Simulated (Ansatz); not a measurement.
Computed with Ansatz on PBE0-D4/def2-TZVP structures; ΔE is electronic, products minus reactants. CCSD(T)/CBS is the MP2 limit (def2-TZVPP, def2-QZVPP) plus CCSD(T) − MP2 in def2-TZVPP, frozen cores. Functionals use def2-TZVPP. B3LYP here is the variant with VWN-RPA as its local correlation; programs differ in this. For Ge outer-core shells are correlated without core-valence functions, which leaves a few kJ/mol of doubt a bond. Scalar relativity is left out up to krypton. Each species was taken in one conformer, which may not be the lowest.

`F[Si](F)(Cl)[NH][GeH2][Cl]` + `CO[SiH3]` → `F[Si](F)(Cl)O[SiH3]` + `C[NH][GeH2][Cl]`  (redistribution)

CCSD(T)/CBS gives -0.74 eV.

(1) Another level gave -0.71 eV. Which?
A. PBE0/def2-TZVPP
B. PBE-D4/def2-TZVPP
C. HF/def2-TZVPP
D. B3LYP/def2-TZVPP

Largest T1 diagnostic among the species: 0.011.

Results:

(1) A. PBE0 -0.71, B3LYP -0.76, PBE-D4 -0.65, HF/def2-TZVPP -0.82 eV.

In def2-TZVPP, CCSD(T) changes the Hartree–Fock value by +0.11 eV (the triples alone add +0.02 eV) and MP2 by +0.09 eV. The D4 term adds +0.06 eV with B3LYP and +0.03 eV with PBE0; it sums over pairs of atoms, weighted by their polarisabilities, and B3LYP, whose exchange is more repulsive, gets the larger term.
